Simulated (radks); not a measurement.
Values are calculated unless marked as measured or tabulated.
Charge is removed step by step from the 3d5/2 level of the iron ion Fe+, starting from [Ar] 3d(3/2: 4, 5/2: 2) 4s1. Code: a radial shooting solver on a logarithmic mesh with Libxc functionals. Model: Dirac Kohn-Sham, PBE, spin-unpolarised, spherical densities, finite nucleus; Fermi nuclear charge, rms radius 3.7377 fm.

| removed (e) | E - E(0) (eV) | eigenvalue (eV) | E minus straight line (eV) |
|---|---|---|---|
| 0 | 0.000 | -15.864 | 0.000 |
| 0.25 | 4.419 | -19.522 | -1.464 |
| 0.5 | 9.779 | -23.395 | -1.986 |
| 0.75 | 16.133 | -27.470 | -1.514 |
| 1 | 23.530 | -31.734 | 0.000 |

Removing the whole electron costs 23.530 eV by Delta-SCF, against 15.864 eV from minus the eigenvalue at the starting occupation. Slater's transition state (half an electron removed) gives 23.395 eV. Integrating minus the eigenvalue over the occupation (Janak's theorem) gives 23.530 eV. The mean slope of the eigenvalue, de/dn, is 15.9 eV per electron.
